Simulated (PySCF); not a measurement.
A calculated (UHF, PySCF 2.14, dyall-av2z, no relativity, point nucleus) atom or ion has these occupied shells.

```json
{"shell": "1s β", "electrons": "1", "orbital energy (eV)": "-5997.1", "rms radius, mean of both spins (bohr)": "0.0743"}
{"shell": "1s α", "electrons": "1", "orbital energy (eV)": "-5997.0", "rms radius, mean of both spins (bohr)": "0.0743"}
{"shell": "2s α", "electrons": "1", "orbital energy (eV)": "-714.59", "rms radius, mean of both spins (bohr)": "0.319"}
{"shell": "2s β", "electrons": "1", "orbital energy (eV)": "-711.86", "rms radius, mean of both spins (bohr)": "0.319"}
{"shell": "2p α", "electrons": "3", "orbital energy (eV)": "-603.78", "rms radius, mean of both spins (bohr)": "0.288"}
{"shell": "2p β", "electrons": "3", "orbital energy (eV)": "-601.19", "rms radius, mean of both spins (bohr)": "0.288"}
{"shell": "3s α", "electrons": "1", "orbital energy (eV)": "-94.132", "rms radius, mean of both spins (bohr)": "0.980"}
{"shell": "3s β", "electrons": "1", "orbital energy (eV)": "-84.680", "rms radius, mean of both spins (bohr)": "0.980"}
{"shell": "3p α", "electrons": "3", "orbital energy (eV)": "-61.550", "rms radius, mean of both spins (bohr)": "1.06"}
{"shell": "3p β", "electrons": "3", "orbital energy (eV)": "-50.091", "rms radius, mean of both spins (bohr)": "1.06"}
{"shell": "3d α", "electrons": "5", "orbital energy (eV)": "-10.152", "rms radius, mean of both spins (bohr)": "1.59"}
{"shell": "4s α", "electrons": "1", "orbital energy (eV)": "-6.051", "rms radius, mean of both spins (bohr)": "3.97"}
```

Problem. Name the element and its charge.

Solution. Cr (chromium, neutral), in [Ar] 3d5 4s1, high-spin 7S determinant.
